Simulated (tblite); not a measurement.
Species: C7H13NSi.
Cartesian coordinates in Å at the GFN2-xTB level; atoms count from 1:
```xyz
22
C7H13NSi angstrom
C      4.0548   -0.2785    0.0184
C      2.6399    0.0138    0.0454
C      1.4633    0.2789    0.0673
Si    -0.3513    0.5889    0.0937
N     -1.4353   -0.7265   -0.1422
C     -1.6060   -1.2888   -1.4596
C     -1.6151   -1.7081    0.8992
C     -0.9854    2.0334    1.1120
C     -0.9770    2.2863   -0.4101
H      4.3156   -0.9384    0.8456
H      4.6265    0.6447    0.1081
H      4.3178   -0.7661   -0.9202
H     -1.5197   -0.5025   -2.2048
H     -0.8569   -2.0606   -1.6785
H     -2.5973   -1.7437   -1.5374
H     -2.6066   -2.1601    0.8083
H     -0.8673   -2.5096    0.8429
H     -1.5357   -1.2278    1.8709
H     -0.2885    2.6291    1.6830
H     -1.9606    2.0080    1.5762
H     -1.9480    2.4120   -0.8673
H     -0.2777    3.0351   -0.7516
```

Computed values, GFN2-xTB/tblite, gas phase, harmonic and unscaled. Errors from tens to a few hundred cm⁻¹ against measured bands are possible. One conformer, not necessarily the lowest. The optimisation stopped once no atom felt more than 0.01 eV/Å.

Lowest wavenumbers of the output (negative numbers stand for imaginary wavenumbers):
```
mode    cm-1
  1     -41.1
  2      31.9
  3      49.4
  4      81.6
  5     116.5
  6     140.9
  7     175.2
  8     199.2
  9     208.0
 10     219.8
 11     285.8
 12     304.9
 13     321.0
 14     338.6
 15     355.9
```

Is this structure a minimum?

Not by this Hessian. 1 mode is imaginary beyond 20i (41i cm⁻¹), so at this level the point lies at or near a first-order saddle. The curvature is small, so loose convergence or finite differences may be the whole cause.

Which atoms move in the imaginary mode?

41i: H10 (methyl hydrogen) 33 %, H11 (methyl hydrogen) 33 %, H12 (methyl hydrogen) 33 %. These are shares of the mass-weighted motion.

What is the remedy?

Step along that mode in both directions, optimise again with tighter thresholds and repeat the frequencies. The zero-point energy of this point (113.6 kcal/mol) counts the 59 real modes alone, and thermal corrections from it aren't those of a minimum.
